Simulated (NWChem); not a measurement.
System: CH₃Cl₂InO; SMILES [O]([In]([Cl])[Cl])C

```xyz
8

In    -0.0542     0.1131    -0.0005
Cl    -0.2695     2.4224     0.0031
Cl     2.0514    -0.8955    -0.0018
O     -1.6590    -1.0399    -0.0232
C     -1.5961    -2.4412     0.0174
H     -2.0205    -2.8192     0.9653
H     -2.1953    -2.8630    -0.8092
H     -0.5730    -2.8515    -0.0737
```
Atoms are numbered in this order, from 1.

Coordinates come from a PBE0/def2-SVP optimisation. Not confirmed as a minimum by frequencies. def2 effective core potentials on In; no spin-orbit coupling.

**Question.** List the 4 lowest vertical singlet excitations from PBE0/def2-SVPD with def2 effective core potentials on In, TDA (NWChem).

**Answer.** 
```tsv
state	energy (eV)	oscillator strength	leading excitation (squared amplitude)
S1	3.96	0.005	HOMO → LUMO (0.99)
S2	4.71	0.066	HOMO−1 → LUMO (0.83)
S3	5.13	0.020	HOMO−2 → LUMO (0.97)
S4	5.17	0.000	HOMO−3 → LUMO (0.99)
```
